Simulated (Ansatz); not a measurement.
Basis-set extrapolation for H₈S₂Si₃ (`[SiH3]S[SiH2]S[SiH3]`) (PBE0-D4/def2-TZVP geometry, frozen core, the Gaussian-basis code of Ansatz). Multiplicity 1, RHF reference.

```
                       def2-TZVPP    def2-QZVPP
                 HF  -1666.681493  -1666.730841
    MP2 correlation     -0.734933     -0.796216
CCSD(T) correlation     -0.853276       not run
```

Energies in hartree. Use E(X) = E(∞) + A·exp(−7.88·√X) for Hartree–Fock and E(X) = E(∞) + B·X^(−2.97) for correlation, with X = 3 and 4, and add CCSD(T) minus MP2 of the smaller set to the MP2 limit.

Question: What is the CCSD(T) energy at the basis-set limit?

Answer: HF limit: -1666.730841 + (-0.049348) × 0.13774 = -1666.73764. MP2 limit: -0.796216 + (-0.061283) × 0.74074 = -0.84161. Higher-order term: -0.853276 − (-0.734933) = -0.11834. Total: -1667.69759 hartree, 4.43 eV below CCSD(T)/def2-TZVPP.
